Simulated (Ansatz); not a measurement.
Geometry optimisation, RKS PBE-D4/6-31G (Ansatz).

input.yaml

```yaml
crystal:
  periodic: [false, false, false]
  atoms:
    - { symbol: B, position_ang: [0.0, 0.0, 0.0] }
    - { symbol: "N", position_ang: [0.0, 0.0, 1.55] }
    - { symbol: H, position_ang: [-0.877, -0.2713, 2.08] }
    - { symbol: H, position_ang: [0.877, 0.2713, 2.08] }
    - { symbol: "N", position_ang: [1.3423, 0.0, -0.775] }
    - { symbol: H, position_ang: [1.8089, -0.9179, -1.0268] }
    - { symbol: H, position_ang: [1.7937, 0.9179, -1.0532] }
    - { symbol: "N", position_ang: [-1.3423, 0.0, -0.775] }
    - { symbol: H, position_ang: [-2.0112, -0.8164, -0.6764] }
    - { symbol: H, position_ang: [-1.5914, 0.8164, -1.4036] }
basis:
  gaussian: { orbitals: "6-31G" }
hamiltonian:
  xc: pbe
  dispersion: d4
relax:
  f_tol: 0.02
  max_steps: 40
```

Run as:

```bash
$ ansatz run input.yaml --threads 1 --pin off --max-ram 2048MiB --backend cpu --events-out ev --progress --plain --runs-dir out
```

Task: Where does it end, and by what steps?

Result: The forces met the threshold. Limits of this set-up: no polarisation functions. After 8 steps the energy has fallen by 2.018 eV; H6 moved furthest, 1.18 Å.

| step | energy less start (eV) | largest force component (eV/Å) | accepted |
| --- | --- | --- | --- |
| 0 | 0.0000 | 2.300 | yes |
| 1 | -0.9045 | 1.215 | yes |
| 2 | -1.2750 | 0.986 | yes |
| 3 | -1.5007 | 0.680 | yes |
| 4 | -1.6927 | 0.772 | yes |
| 5 | -1.8520 | 0.624 | yes |
| 6 | -1.9641 | 0.386 | yes |
| 7 | -2.0138 | 0.107 | yes |
| 8 | -2.0180 | 0.015 | yes |

```xyz
10
Properties=species:S:1:pos:R:3
B 0.001 -0.001 0.000
N -0.006 0.053 1.439
H -0.859 0.154 1.978
H 0.839 -0.017 1.997
N 1.240 0.145 -0.721
H 1.330 -0.078 -1.706
H 2.091 0.484 -0.285
N -1.232 -0.199 -0.719
H -2.088 -0.501 -0.267
H -1.316 -0.040 -1.717
```

The run took 18 s on 1 thread of Arm Neoverse V2, on a shared host, peak memory 0.11 GiB.
